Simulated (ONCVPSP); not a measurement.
## What one change does to a pseudopotential (caesium (Cs), ONCV)

Cs, optimised norm-conserving Vanderbilt (ONCV), made with ONCVPSP 4.0.1 (PBE, scalar-relativistic). Core [Kr] 4d10, reference 5s2 5p6 6s0.5 6p0.5. Waves: 5s+6s: rc 3.40 bohr, ncon 4, nbas 7, qcut 2.7 1/bohr, 2 projectors; 5p+6p: rc 3.25 bohr, ncon 5, nbas 8, qcut 4.5 1/bohr, 2 projectors; d scattering state at 0.45 Ha: rc 3.40 bohr, ncon 3, nbas 6, qcut 2.9 1/bohr, 2 projectors, debl 3.3 Ha. Local part: polynomial inside 2.30 bohr (lpopt 3, dvloc0 0 Ha). Core correction: Teter function, fcfact 5.5, rcfact 1.

In the d channel the program set the typed energies aside and used 0.050, 3.350 Ha.

Change: d: debl 0.25. In the d channel the program set the typed energies aside and used 0.050, 0.300 Ha.

Cutoffs: the cutoffs (Ha) at which the residual kinetic energy of the hardest occupied pseudo-wave falls to 1 and 0.1 mHa per electron; they do not see the model core or the augmentation charge, which bear on the density cutoff. Errors are all-electron minus pseudo energies relative to the spin-unpolarised reference configuration.

Task: Predict the effect on cutoff, ghosts and configuration errors.

Result: The potential gets neither clearly harder nor softer (3.8 Ha and 6.8 Ha → 3.8 Ha and 6.8 Ha); of the 4 tests that both files solve, the error grows in 0 and shrinks in 1 by more than 15 % and 0.3 meV (median size 0.2 → 0.2 meV); the range in which the d phases agree widens (upper end 0.3 → 3.2); neither file shows a bound ghost.

```tsv
quantity	base	changed
cutoff, loose	3.8 Ha	3.8 Ha
cutoff, tight	6.8 Ha	6.8 Ha
bound ghosts	none	none
GHOST(+) flags under 300 eV	d at 90.3 eV	none
error for 5s2 5p6 6s1 6p0, meV [ΔE -0.68 eV]	-0.1	-0.1
error for 5s2 5p6 6s0 6p0, meV [ΔE 3.18 eV]	-0.3	-0.3
error for 5s2 5p6 6s0.5 6p0, meV [ΔE 0.79 eV]	-0.1	-0.1
error for 5s2 5p6 5d1 6s0 6p0, meV [ΔE 0.99 eV]	-46	-1.8
s: phases at 3.46 bohr within 0.05 rad from the reference energy up to (Ha; the scan ends near 5)	1.4	1.4
p: phases at 3.30 bohr within 0.05 rad from the reference energy up to (Ha; the scan ends near 5)	2.8	2.8
d: phases at 3.46 bohr within 0.05 rad from the reference energy up to (Ha; the scan ends near 5)	0.3	3.2
rms error of d²Exc/dni dnj with the model core, mHa	0.75	0.75
```

Base: The cutoffs count occupied waves only; projector 2 of the d channel, the hardest unoccupied one, needs 40 Ha at the loose tolerance.
